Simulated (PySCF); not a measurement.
**C(3+) (carbon, charge +3) across methods**

[He] 2s1, 2S determinant. Calculation: PySCF 2.14, in aug-cc-pVTZ; no relativity, point nucleus.

```json
{"method": "B3LYP", "E (hartree)": "-34.7799", "mean ε 1s α (eV)": "-339.85", "mean ε 1s β (eV)": "-338.66", "mean ε 2s α (eV)": "-59.128", "Σ⟨r²⟩ (bohr²)": "2.089", "⟨S²⟩": "0.750"}
{"method": "UHF", "E (hartree)": "-34.72482", "mean ε 1s α (eV)": "-368.00", "mean ε 1s β (eV)": "-365.68", "mean ε 2s α (eV)": "-64.344", "Σ⟨r²⟩ (bohr²)": "2.112", "⟨S²⟩": "0.750"}
{"method": "M06-L", "E (hartree)": "-34.7918", "mean ε 1s α (eV)": "-335.99", "mean ε 1s β (eV)": "-335.30", "mean ε 2s α (eV)": "-57.903", "Σ⟨r²⟩ (bohr²)": "2.097", "⟨S²⟩": "0.750"}
{"method": "LDA", "E (hartree)": "-34.4032", "mean ε 1s α (eV)": "-329.26", "mean ε 1s β (eV)": "-328.17", "mean ε 2s α (eV)": "-57.254", "Σ⟨r²⟩ (bohr²)": "2.112", "⟨S²⟩": "0.750"}
{"method": "M06-2X", "E (hartree)": "-34.7893", "mean ε 1s α (eV)": "-349.49", "mean ε 1s β (eV)": "-348.28", "mean ε 2s α (eV)": "-61.216", "Σ⟨r²⟩ (bohr²)": "2.084", "⟨S²⟩": "0.750"}
{"method": "PBE", "E (hartree)": "-34.7279", "mean ε 1s α (eV)": "-332.06", "mean ε 1s β (eV)": "-330.96", "mean ε 2s α (eV)": "-57.672", "Σ⟨r²⟩ (bohr²)": "2.097", "⟨S²⟩": "0.750"}
{"method": "wB97M-V", "E (hartree)": "-34.8012", "mean ε 1s α (eV)": "-344.23", "mean ε 1s β (eV)": "-343.00", "mean ε 2s α (eV)": "-61.612", "Σ⟨r²⟩ (bohr²)": "2.107", "⟨S²⟩": "0.750"}
{"method": "PBE0", "E (hartree)": "-34.7410", "mean ε 1s α (eV)": "-341.23", "mean ε 1s β (eV)": "-339.84", "mean ε 2s α (eV)": "-59.456", "Σ⟨r²⟩ (bohr²)": "2.098", "⟨S²⟩": "0.750"}
```

Question: Estimate the same row for r2SCAN.

Answer: E (hartree) = -34.7720; mean ε 1s α (eV) = -335.85; mean ε 1s β (eV) = -334.95; mean ε 2s α (eV) = -58.001; Σ⟨r²⟩ (bohr²) = 2.103; ⟨S²⟩ = 0.750.
